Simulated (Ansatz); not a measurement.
Reaction (ligand exchange at the Si–Se bond): `S[SiH2][SeH]` + CH₃OH → `CO[SiH2]S` + H₂Se

Gas-phase electronic energies from Ansatz, PBE0-D4/def2-TZVP geometries. CCSD(T)/CBS adds triple-zeta CCSD(T) − MP2 to the extrapolated MP2 energy (def2 sets, frozen cores). This one scheme is used for every species. Functionals use def2-TZVPP. For Se outer-core shells are correlated without core-valence functions, which leaves a few kJ/mol of doubt a bond. Scalar relativity is left out up to krypton. Each species was taken in one conformer, which may not be the lowest.

`S[SiH2][SeH]`:

Z-matrix (Å, degrees):
```
Si
Se 1 2.280
S 1 2.128 2 108.9
H 1 1.482 2 112.9 3 114.9
H 1 1.484 2 108.1 3 -123.3
H 2 1.470 1 92.5 3 154.4
H 3 1.344 1 94.4 2 -59.0
```

CH₃OH:

```xyz
6

C     0.129   -0.241   -0.228
O    -0.401    0.996    0.190
H     0.291   -0.171   -1.304
H    -0.557   -1.076   -0.041
H     1.092   -0.465    0.247
H    -0.554    0.957    1.136
```

`CO[SiH2]S`:

```xyz
10

C    -1.150    0.491    1.119
O    -0.157   -0.377    0.618
Si    0.409   -0.279   -0.917
S     2.085   -1.555   -1.147
H    -1.224    0.337    2.196
H    -0.899    1.542    0.934
H    -2.126    0.281    0.670
H     0.761    1.138   -1.203
H    -0.586   -0.765   -1.907
H     2.886   -0.814   -0.362
```

H₂Se:

Z-matrix (Å, degrees):
```
Se
H 1 1.467
H 1 1.467 2 91.2
```

```json
{"species": "`S[SiH2][SeH]`", "r2SCAN0 energy (Eh)": "-3091.63922"}
{"species": "CH₃OH", "r2SCAN0 energy (Eh)": "-115.69141"}
{"species": "`CO[SiH2]S`", "r2SCAN0 energy (Eh)": "-804.61377"}
{"species": "H₂Se", "r2SCAN0 energy (Eh)": "-2402.72853"}
```

Work out ΔE.

ΔE = (-804.61377) + (-2402.72853) − (-3091.63922) − (-115.69141) = -0.01167 Eh = -7.3 kcal/mol. CCSD(T)/CBS gives -7.3 kcal/mol.

Largest T1 diagnostic among the species: 0.011.

Leaving LDA and LC-ωPBE aside and taking each functional with its dispersion term where it has one, the values, not all of them listed here, spread over 5.2 kcal/mol, from CAM-B3LYP-D4 to revPBE-D4. LDA lies −1.8 kcal/mol from PBE without D4. In def2-TZVPP, CCSD(T) changes the Hartree–Fock value by +2.3 kcal/mol (the triples alone add +0.4 kcal/mol) and MP2 by +3.1 kcal/mol. At CCSD(T), def2-SVP lies −1.4 kcal/mol from the extrapolated value and def2-TZVPP −1.3 kcal/mol.
